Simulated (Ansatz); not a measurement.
Consider the ligand exchange at the In–O bond: `C[O][In]([CH3])[SH]` + HCl → `[CH3][In]([SH])[Cl]` + CH₃OH.

Gas-phase electronic energies from Ansatz, PBE0-D4/def2-TZVP geometries. CCSD(T)/CBS adds triple-zeta CCSD(T) − MP2 to the extrapolated MP2 energy (def2 sets, frozen cores). This one scheme is used for every species. Functionals use def2-TZVPP. def2 core potentials past Kr. For In outer-core shells are correlated without core-valence functions, which leaves a few kJ/mol of doubt a bond. Each species was taken in one conformer, which may not be the lowest.

`C[O][In]([CH3])[SH]`:

Cartesian coordinates in Å:
```
C -1.792 -0.911 -0.528
O -0.439 -1.216 -0.703
In 1.040 -0.061 -0.038
C 0.623 1.742 1.026
S 3.079 -1.099 -0.666
H -1.974 0.008 0.052
H -2.303 -1.729 -0.003
H -2.287 -0.781 -1.499
H 1.529 2.118 1.498
H -0.133 1.548 1.786
H 0.241 2.490 0.330
H 2.416 -2.109 -1.256
```

HCl:

Cartesian coordinates in Å:
```
Cl -0.553 0.132 -0.292
H 0.553 -0.132 0.292
```

`[CH3][In]([SH])[Cl]`:

Cartesian coordinates in Å:
```
C 1.559 -0.299 -0.106
In -0.547 0.015 -0.055
S -1.847 1.475 1.292
Cl -1.921 -1.209 -1.508
H 1.783 -1.088 -0.822
H 2.055 0.624 -0.405
H 1.909 -0.586 0.885
H -2.992 1.067 0.718
```

CH₃OH:

Z-matrix (Å, degrees):
```
C
O 1 1.409
H 1 1.097 2 112.4
H 1 1.090 2 107.0 3 -118.5
H 1 1.097 2 112.4 3 123.0
H 2 0.959 1 108.5 3 -61.6
```

CCSD(T)/CBS gives -1.00 eV.

Another level gave -1.04 eV. Which?
A. BHLYP/def2-TZVPP
B. r2SCAN-D4/def2-TZVPP
C. PBE-QIDH/def2-TZVPP
D. RPA@PBE/def2-TZVPP

B. r2SCAN-D4 -1.04, BHLYP -1.15, RPA@PBE/def2-TZVPP -0.92, PBE-QIDH -1.10 eV.

Largest T1 diagnostic among the species: 0.015.

From r2SCAN to r2SCAN0 (25 % exact exchange), in def2-TZVPP and without D4, ΔE moves by −0.08 eV. In def2-TZVPP, CCSD(T) changes the Hartree–Fock value by +0.28 eV (the triples alone add +0.04 eV) and MP2 by +0.26 eV. Leaving LDA and LC-ωPBE aside and taking each functional with its dispersion term where it has one, the values, not all of them listed here, spread over 0.18 eV, from BHLYP-D4 to BLYP-D4. LDA lies +0.05 eV from PBE without D4.
